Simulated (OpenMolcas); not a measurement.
Fe4+ among 4 point charges of -2.5 e arranged as a square (D4h).

```yaml
Program: OpenMolcas
Method: CASSCF
Basis: ANO-RCC-VDZP [5s4p2d1f]
Scalar_Hamiltonian: DKH2, point nucleus
Active_space: 4 electrons in 5 orbitals (3d)
State_averaging: 2S+1 = 5 even, 5 roots; 2S+1 = 3 even, 45 roots; 2S+1 = 1 even, 50 roots
Spin-orbit_coupling: RASSI with atomic mean-field integrals over the reference wave functions
```

All point charges move together. At R = 1.59 Å the first state of the same spin is 7057 cm-1, and at R = 1.85 Å it is 3563 cm-1.

Q: A third run gives 5235 cm-1. What distance was it run at?

A: With a power law R^-n the two known points give n = -ln(3563 / 7057) / ln(1.85 / 1.59) = 4.51. Then R = 1.59 × (7057 / 5235)^(1/4.51) = 1.699 Å. The run was at 1.7 Å, so the estimate is off by -0.001 Å.

Without dynamic correlation the repulsion within the d shell is too large (B by tens of per cent), so at a given field states of lower spin stand too high. Point charges give a weaker field than real ligands, and real ions of this kind are often low spin; the high spin found here belongs to the model. This is an electrostatic model: the charges have no orbitals. No measured value stands beside these numbers.
